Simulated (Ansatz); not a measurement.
Reading a saddle point

A first-order saddle point of CH₉AsSi, closed shell, PBE0-D4/def2-TZVP, with one imaginary mode of 1176i cm⁻¹:

```xyz
12
angstrom
Si -1.2383 -0.0876 -0.0931
C 0.4357 1.2378 0.2347
H -1.5427 -0.4470 -1.4968
H -1.6832 -0.9316 1.0402
H -2.0319 1.1833 0.1076
H 0.4415 -0.0682 -0.0005
As 0.6268 -2.0992 -0.3462
H 0.0955 1.5965 1.2050
H 1.5223 1.0998 0.2618
H 0.1818 1.9236 -0.5727
H 1.4830 -1.9057 0.9044
H 1.7097 -1.5017 -1.2443
```

Program: Ansatz 0.2.0. Basis: def2-TZVPP and def2-QZVPP. Cores are frozen in the correlated methods. Filled d shells of the heavier atoms are correlated. The def2 sets are not built for correlating such inner shells, so the correlated values are less sure here. Extrapolation: Hartree–Fock as exp(−7.88 √X), correlation as X^−2.97.

(1) Which contacts change along the imaginary mode, and what lies on either side? (A judgement: the text doesn't fix the answer.)

(2) Which side is lower, and how far does the saddle lie above each? (Judge from chemistry; the value comes from the calculation.)

The T1 diagnostic stays at or below 0.012.

Results:

(1) By the calculation: The step is CH₆Si ([CH3][SiH3]) + AsH₃ → SiAsH₅ ([SiH3][AsH2]) + CH₄, with the molecules in contact on both sides. Shortening one way: Si1–As7, C2–H6; lengthening the same way: Si1–C2, H6–As7.
| pair | one side (Å) | saddle (Å) | other side (Å) |
| --- | --- | --- | --- |
| Si1–As7 | 4.39 | 2.75 | 2.37 |
| C2–H6 | 3.69 | 1.33 | 1.09 |
| Si1–C2 | 1.87 | 2.16 | 4.33 |
| H6–As7 | 1.52 | 2.07 | 3.59 |

(2) Computed: The side with Si1–As7, C2–H6 short is lower by 8.48 kcal/mol; the saddle lies 75.97 kcal/mol above it and 67.49 kcal/mol above the other (CCSD(T) at an estimated basis limit (MP2 extrapolated from triple and quadruple zeta, plus CCSD(T) − MP2 in triple zeta); electronic energies).

Labels in which every atom is bracketed show which atoms are joined, not bond orders.

For scale, one of the runs: CCSD(T)/def2-TZVPP, 247 basis functions, launched by `ansatz run in.yaml --threads 4 --pin off --events-out ev --progress --plain --max-ram 9574MiB`. Hardware: 4 CPU threads of an Intel Xeon, shared host. Wall time 2.7 min; peak host memory 4.9 GiB.
